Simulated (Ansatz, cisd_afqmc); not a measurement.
Species: Bi, charge 0, quartet.

Total energies in def2-TZVPP, 5 correlated electrons, 9 frozen orbitals. Radicals and triplets start from unrestricted determinants; spin-orbit coupling is neglected. Correlated methods leave the cores frozen (noble-gas shells, and filled d and f shells in the p block). Past Kr the def2 sets carry scalar-relativistic core potentials. AFQMC is phaseless with a CISD trial state; ± is one standard error, without the phaseless bias. Outlying blocks are dropped, and bars are widened where a walk drifts. Over all cases where full CI ran beside it in this data, AFQMC minus full CI had a median of +0.1 mEh and passed +0.4 mEh in a tenth of the cases. Spin-orbit terms, left out, reach several kcal/mol for Br and I, and more for heavier atoms.

| method | program | energy (Eh) | minus CCSDTQ (mEh) |
|---|---|---|---|
| HF | Ansatz | -213.59378 | 63.03 |
| MP2 | Ansatz | -213.64442 | 12.39 |
| CCSD | Ansatz | -213.65473 | 2.09 |
| CCSD(T) | Ansatz | -213.65641 | 0.41 |
| CCSDT(Q) | Ansatz | -213.65681 | 0.00 |
| CCSDTQ | Ansatz | -213.65682 | 0.00 |
| AFQMC/CISD | cisd_afqmc | -213.6568 ± 0.0001 | 0.1 ± 0.1 |

Ansatz is a first-principles code.
